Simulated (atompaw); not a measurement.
# An all-electron radial function and its pseudo partner (Ag (Z = 47))

Columns: radius, all-electron u(r) and pseudo u(r) of the 4s shell (level -95.05 eV) of silver in the configuration [Ar] 3d10 4s2 4p6 4d10 5s1 5p0; PBE, scalar-relativistic, PAW (atompaw) scheme, atompaw 4.2.0.5.

| r (bohr) | all-electron | pseudo |
| --- | --- | --- |
| 0.081 | 0.4312 | 0.2990 |
| 0.162 | -0.0524 | 0.5825 |
| 0.242 | -0.6196 | 0.8337 |
| 0.323 | -0.6053 | 1.0476 |
| 0.404 | -0.2090 | 1.2131 |
| 0.485 | 0.2837 | 1.3266 |
| 0.565 | 0.7033 | 1.3881 |
| 0.646 | 1.0003 | 1.4031 |
| 0.727 | 1.1668 | 1.3772 |
| 0.808 | 1.2247 | 1.3190 |
| 0.888 | 1.2046 | 1.2381 |
| 0.969 | 1.1332 | 1.1406 |
| 1.050 | 1.0329 | 1.0333 |
| 1.131 | 0.9199 | 0.9199 |
| 1.212 | 0.8050 | 0.8050 |
| 1.292 | 0.6964 | 0.6964 |
| 1.373 | 0.5952 | 0.5952 |
| 1.454 | 0.5044 | 0.5044 |
| 1.535 | 0.4246 | 0.4246 |
| 1.615 | 0.3562 | 0.3562 |
| 1.696 | 0.2969 | 0.2969 |
| 1.777 | 0.2465 | 0.2465 |
| 1.858 | 0.2041 | 0.2041 |
| 1.938 | 0.1689 | 0.1689 |
| 2.019 | 0.1392 | 0.1392 |
| 2.100 | 0.1144 | 0.1144 |

(1) How many radial nodes do the two functions have?

(2) At about which radius was the pseudo-wave matched?

(3) Where does each function peak?

(4) Is the pseudo-wave norm-conserving?

## Answers

(1) The all-electron 4s function has n − l − 1 = 3 (the table is too coarse to show those close to the nucleus); the pseudo-wave has 0, since the states of the same l below it are removed with the core.

(2) 1.10 bohr, where the columns begin to agree (steps of 0.08 bohr).

(3) Outermost all-electron maximum near 0.81 bohr, pseudo maximum near 0.65 bohr (to the table’s step).

(4) No, it belongs to a PAW set: the norm inside the radius is not constrained, and the difference is carried by the augmentation charge.
